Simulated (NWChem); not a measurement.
System: CH7BN2O; SMILES CNB(N)O

Here is an NWChem input.

```
start job
memory heap 200 mb stack 900 mb global 1100 mb
geometry units angstroms noautoz
  C      0.016111     1.988489    -0.061092
  N     -0.673185     0.720315    -0.002667
  B     -0.041961    -0.570999     0.022917
  N      1.379921    -0.705341     0.042794
  O     -0.788637    -1.747715    -0.015694
  H     -0.574931     2.754437    -0.608335
  H      0.969304     1.868765    -0.616767
  H      0.268374     2.423445     0.937952
  H     -1.667597     0.788579     0.214525
  H      1.803596    -1.631128     0.035933
  H      2.005795     0.029107     0.363408
  H     -1.711930    -1.578139    -0.264210
end
basis spherical
  * library 6-31g*
end
dft
  xc m05-2x
  iterations 150
  mulliken
end
task dft energy
```

Excerpt of the output:

```
             Northwest Computational Chemistry Package (NWChem) 7.3.0
             --------------------------------------------------------

 C1  symmetry detected

                             Geometry "geometry" -> ""
                             -------------------------

 Output coordinates in angstroms (scale by  1.889725989 to convert to a.u.)

  No.       Tag          Charge          X              Y              Z
 ---- ---------------- ---------- -------------- -------------- --------------
    1 C                    6.0000    -0.01300652     1.99284265    -0.03611569
    2 N                    7.0000    -0.67644197     0.71134915     0.03048427
    3 B                    5.0000    -0.02113080    -0.56810223     0.01777312
    4 N                    7.0000     1.40279391    -0.67595879    -0.01379728
    5 O                    8.0000    -0.74699554    -1.75808380    -0.00944144
    6 H                    1.0000    -0.63690183     2.75401320    -0.55269667
    7 H                    1.0000     0.92206263     1.89764518    -0.62625852
    8 H                    1.0000     0.26626131     2.42054999     0.95886581
    9 H                    1.0000    -1.66367344     0.75834940     0.28317489
   10 H                    1.0000     1.84287306    -1.59348337    -0.04708582
   11 H                    1.0000     2.02599427     0.06624417     0.29390638
   12 H                    1.0000    -1.68142215    -1.60292550    -0.22335500

 Effective nuclear repulsion energy (a.u.)     172.9369281451

                                 NWChem DFT Module
                                 -----------------

 Summary of "ao basis" -> "ao basis" (spherical)
 ------------------------------------------------------------------------------
       Tag                 Description            Shells   Functions and Types
 ---------------- ------------------------------  ------  ---------------------
 C                           6-31g*                  6       14   3s2p1d
 N                           6-31g*                  6       14   3s2p1d
 B                           6-31g*                  6       14   3s2p1d
 O                           6-31g*                  6       14   3s2p1d
 H                           6-31g*                  2        2   2s

            General Information
            -------------------
          SCF calculation type: DFT
          Wavefunction type:  closed shell.
          No. of atoms     :    12
          No. of electrons :    40
           Alpha electrons :    20
            Beta electrons :    20
          Charge           :     0
          Spin multiplicity:     1
          Use of symmetry is: off; symmetry adaption is: off
          Maximum number of iterations: 150
          AO basis - number of functions:    84
                     number of shells:    44
          Convergence on energy requested:  1.00D-06
          Convergence on density requested:  1.00D-05
          Convergence on gradient requested:  5.00D-04

              XC Information
              --------------
                       M05-2X Method XC Functional
                     Hartree-Fock (Exact) Exchange  0.560
                M05-2X metaGGA Exchange Functional  0.440
                      M05-2X Correlation Potential  1.000

             Grid Information
             ----------------
          Grid used for XC integration:  medium
          Radial quadrature: Mura-Knowles
          Angular quadrature: Lebedev.
          Tag              B.-S. Rad. Rad. Pts. Rad. Cut. Ang. Pts.
          ---              ---------- --------- --------- ---------
          C                   0.70       49          10.0       434
          N                   0.65       49          10.0       434
          B                   0.85       49           9.0       434
          O                   0.60       49          11.0       434
          H                   0.35       45          12.0       434
          Grid pruning is: on
          Number of quadrature shells:   560
          Spatial weights used:  Erf1

      Superposition of Atomic Density Guess
      -------------------------------------

 Sum of atomic energies:        -249.01579914

      Non-variational initial energy
      ------------------------------

 Total energy =    -251.719141
 1-e energy   =    -679.770107
 2-e energy   =     255.114038
 HOMO         =      -0.286276
 LUMO         =       0.096698

     ---------------------------------------------
      Total Density - Mulliken Population Analysis
     ---------------------------------------------

    Atom       Charge   Shell Charges
 -----------   ------   -------------------------------------------------------
    1 C    6     6.41   2.00  0.70  1.91  0.65  1.10  0.05
    2 N    7     7.87   2.00  0.80  2.60  0.78  1.67  0.02
    3 B    5     4.11   2.00  0.53  1.11  0.19  0.14  0.13
    4 N    7     8.13   2.00  0.81  2.67  0.82  1.82  0.01
    5 O    8     8.92   2.00  0.93  3.12  0.90  1.96  0.01
    6 H    1     0.79   0.47  0.32
    7 H    1     0.79   0.47  0.32
    8 H    1     0.81   0.47  0.33
    9 H    1     0.58   0.41  0.17
   10 H    1     0.57   0.41  0.16
   11 H    1     0.56   0.40  0.16
   12 H    1     0.46   0.35  0.11

   convergence    iter        energy       DeltaE   RMS-Dens  Diis-err
 ---------------- ----- ----------------- --------- --------- ---------
 d= 0,ls=0.0,diis     1   -251.8853470284 -4.25D+02  9.54D-03  6.98D-01
 d= 0,ls=0.0,diis     2   -251.9287376206 -4.34D-02  4.19D-03  4.33D-01
 d= 0,ls=0.0,diis     3   -251.9679020300 -3.92D-02  8.15D-04  1.69D-02
 d= 0,ls=0.0,diis     4   -251.9694016758 -1.50D-03  2.48D-04  1.36D-03
 d= 0,ls=0.0,diis     5   -251.9695272227 -1.26D-04  7.08D-05  1.13D-04
  Resetting Diis
 d= 0,ls=0.0,diis     6   -251.9695390728 -1.19D-05  1.55D-05  1.62D-06
 d= 0,ls=0.0,diis     7   -251.9695393061 -2.33D-07  5.12D-06  1.61D-07

[...]
```

Level: M05-2X/6-31G* (spherical d). The geometry was optimised at PBE-D3(BJ)/def2-SVP.
